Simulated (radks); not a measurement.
Species: the chlorine ion Cl15+. Configuration: [He] (the NIST ground configuration).

Method: Dirac Kohn-Sham, exchange-only B88, spin-unpolarised, spherical densities, finite nucleus; Fermi nuclear charge, rms radius 3.3654 fm; computed with a radial shooting solver on a logarithmic mesh with Libxc functionals.

Energy parts (eV):
total: -7604.740
kinetic: 7663.175
electron-nucleus: -15554.382
Hartree: 568.772
exchange: -282.305

Orbitals (lengths in bohr, moments of r in powers of bohr; r(90%) holds 90 % of the orbital's charge):
| orbital | occ. | eigenvalue (eV) | r(90%) |
|---|---|---|---|
| 1s1/2 | 2 | -3555.697 | 0.160 |
| 2p1/2 | 0 | -804.8651 | 0.510 |
| 2p3/2 | 0 | -801.9347 | 0.512 |

The highest occupied level is 1s1/2 at -3555.7 eV. The density falls to 0.001 e/bohr^3 at r = 0.45 bohr. Summed over all electrons, <r^2> = 0.02167 bohr^2, which gives a Langevin (diamagnetic) susceptibility term of -0.0172 x 10^-6 cm^3/mol. For comparison, the ionisation energy in NIST's Atomic Spectra Database is 3658.3 eV (theoretical). In exact Kohn-Sham theory the highest level is minus the ionisation energy, but local and semilocal functionals leave it too shallow, through self-interaction and a potential that decays too fast; potentials with the right tail come closer. The electron density at the nucleus is 3357 e/bohr^3.
